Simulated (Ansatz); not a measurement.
## Worked example: the barrier

An elementary step of Si2NH6ClF2, closed shell (Si₂H₃ClF₂ ([F][Si]([F])([SiH3])[Cl]) + NH₃ → SiNH₂ClF₂ ([NH2][Si]([F])([F])[Cl]) + SiH₄; bonds formed: Si1–N7, Si2–H6; bonds broken: Si1–Si2, H6–N7). “Start” is the structure reached by relaxing down from the saddle towards the reactants; PBE0-D4/def2-TZVP structures. The saddle:

```csv
atom,x (Å),y (Å),z (Å)
Si1,-0.9183,0.4130,-0.7677
Si2,0.3624,-1.0445,1.4315
F3,-1.5386,1.1893,-2.0237
F4,-1.2693,-1.0709,-1.1855
Cl5,-1.8339,1.4057,0.7445
H6,0.9537,0.1958,-0.0121
N7,0.8287,0.8511,-1.0250
H8,0.8134,-0.3307,2.6699
H9,1.2802,-2.2201,1.2706
H10,-0.9703,-1.6297,1.7707
H11,1.2460,0.3951,-1.8333
H12,1.0460,1.8459,-1.0402
```

Ansatz 0.2.0; basis: def2-TZVPP and def2-QZVPP; cores frozen in the correlated methods.

Energies in eV:

| quantity | saddle | start |
| --- | --- | --- |
| Hartree–Fock, triple zeta (X = 3) | -35223.41451 | -35226.09593 |
| Hartree–Fock, quadruple zeta (X = 4) | -35224.60160 | -35227.27800 |
| MP2 correlation, X = 3 | -32.36830 | -31.73048 |
| MP2 correlation, X = 4 | -35.22810 | -34.59168 |
| CCSD(T) correlation, X = 3 | -34.90506 | -34.31314 |

Work out the barrier at the basis limit: extrapolate Hartree–Fock as E(X) = E∞ + A exp(−7.88 √X) and the MP2 correlation as E(X) = E∞ + B X^−2.97 (the exponents that Neese and Valeev fitted for def2-TZVPP and QZVPP), then add CCSD(T) − MP2 in triple zeta.

Each step is linear, so take the differences first (saddle − start): Hartree–Fock 2.68142 (X = 3) and 2.67640 (X = 4); MP2 correlation -0.63782 and -0.63642; CCSD(T) correlation -0.59192.
Two points give E∞ = E(4) + w [E(4) − E(3)], with w = 1/(exp(7.88 (2 − √3)) − 1) = 0.1377 for Hartree–Fock and w = 1/((4/3)^2.97 − 1) = 0.7407 for the correlation.
Hartree–Fock: 2.67640 + 0.1377 × (-0.00502) = 2.6757 eV.
MP2 correlation: -0.63642 + 0.7407 × 0.00140 = -0.6354 eV.
CCSD(T) − MP2: -0.59192 − (-0.63782) = 0.0459 eV.
Sum: 2.6757 + (-0.6354) + 0.0459 = 2.0862 eV, or 48.11 kcal/mol. Plain CCSD(T) in triple zeta gives 2.0895 eV, so the larger basis shifts the result by -0.0033 eV.

No T1 diagnostic of these runs exceeds 0.012.

Labels in which every atom is bracketed show which atoms are joined, not bond orders.

For scale, one of the runs: CCSD(T)/def2-TZVPP, 303 basis functions, launched by `ansatz run in.yaml --threads 5 --pin off --events-out ev --progress --plain --max-ram 66560MiB --backend cuda --devices 0, --max-vram 37GiB`. Time: 19 s of wall clock on 5 CPU threads of an AMD EPYC 7R13 and a share of one NVIDIA H100; the host was shared. Peak host memory: 0.83 GiB.
